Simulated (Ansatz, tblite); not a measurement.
Removing and adding an electron: Mg14S14. Charge 0, multiplicity 1. Geometry: PBE-D4/def2-SVP, loosely relaxed. Ansatz, gas phase; energy differences of separate SCF runs; the oxidised species was run as a doublet alone; the reduced species was run as a doublet alone.

Cartesian coordinates in Å:
```
Mg 0.846 -3.362 3.899
S 1.429 -1.419 4.993
Mg 0.635 -0.273 3.135
S 1.443 0.864 1.105
Mg 1.987 2.415 -0.727
S 3.824 3.327 -1.818
Mg 3.432 1.790 -3.490
S -0.578 -5.362 4.028
Mg -1.327 -4.429 1.969
S 0.344 -2.742 1.354
Mg 0.782 -0.986 -0.408
S 1.715 -0.027 -2.549
Mg 1.088 0.363 -4.889
S 2.908 1.540 -5.879
Mg -2.455 -4.012 4.841
S -3.302 -3.104 2.443
Mg -1.913 -1.514 1.249
S -1.651 -0.479 -0.923
Mg -0.607 1.075 -2.456
S -0.789 1.892 -4.732
Mg 1.263 3.349 -5.714
S -3.265 -2.315 6.206
Mg -2.956 -1.149 4.230
S -1.794 0.457 2.780
Mg -0.958 1.413 0.650
S -0.448 3.138 -1.055
Mg -0.304 4.102 -3.311
S 0.651 5.450 -4.933
```

The xTB rows come from tblite. Single mean-field runs in def2-SVP are fitted with def2-universal-jkfit. HOMO above LUMO, or a gap near zero within one spin, warns that the state may not be the lowest or that an electron is smeared out.

| level | −HOMO (eV) | vertical IE (eV) | −LUMO (eV) | vertical EA (eV) | HOMO–LUMO gap (eV) | IE − EA (eV) | remarks |
| --- | --- | --- | --- | --- | --- | --- | --- |
| GFN1-xTB | 10.24 | 11.70 | 8.62 | 7.15 | 1.63 | 4.55 | loose geometry (+1 doublet), loose geometry (-1 doublet), loose geometry (singlet) |
| GFN2-xTB | 10.41 | 11.79 | 9.62 | 8.35 | 0.80 | 3.45 | loose geometry (+1 doublet), loose geometry (-1 doublet), loose geometry (singlet) |
| PBE0-D4/def2-SVP | 6.17 | 7.18 | 2.74 | 2.01 | 3.43 | 5.17 | loose geometry (+1 doublet), loose geometry (-1 doublet), loose geometry (singlet) |

(1) Estimate the rows for PBE-D4/def2-SVP, ωB97M-V/def2-SVP.

Answers

(1) 
```csv
level,−HOMO (eV),vertical IE (eV),−LUMO (eV),vertical EA (eV),HOMO–LUMO gap (eV),IE − EA (eV),remarks
PBE-D4/def2-SVP,5.13,6.60,3.33,2.23,1.80,4.37,"gap within one spin near zero (+1 doublet), gap within one spin near zero (-1 doublet), loose geometry (+1 doublet), loose geometry (-1 doublet), loose geometry (singlet)"
ωB97M-V/def2-SVP,8.19,7.89,1.46,1.48,6.72,6.41,"loose geometry (+1 doublet), loose geometry (-1 doublet), loose geometry (singlet)"
```

Relaxing the reduced species (PBE-D4/def2-SVP) changes its energy by -0.23 eV at PBE-D4/def2-SVP, so the adiabatic electron affinity to this nearest minimum is 2.46 eV. At PBE0-D4/def2-SVP it is 2.26 eV. The gap within one spin of the relaxed charge -1 doublet nearly closes, so an electron or hole may be smeared out by delocalisation error.     Raw xTB energy differences between charge states are shifted by several eV; the methods need an empirical correction for them. Sets without diffuse functions give affinities that are too small.
